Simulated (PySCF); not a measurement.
CH3I3Sn, SMILES [CH3][Sn]([I])([I])[I]. Heavy atoms are numbered as in [CH3:1][Sn:2]([I:3])([I:4])[I:5]. Hydrogens are named by the atom that carries them.

The structure is a stationary point at B3LYP-D3(BJ)/def2-SVP. The def2 effective core potentials stand for the cores of I, Sn; spin–orbit coupling is left out.

Method: PBE/def2-TZVP in PySCF.

ESP charges are fitted to the potential on shells at 1.4 to 2.0 van der Waals radii. Atomic charges (e), one atom of each kind:

```tsv
atom	Mulliken	ESP fit	Löwdin
C1 (CH3)	-0.56	-0.52	-0.48
Sn2	0.71	0.03	-0.20
I3	-0.21	-0.04	0.09
H on C1	0.16	0.20	0.13
```
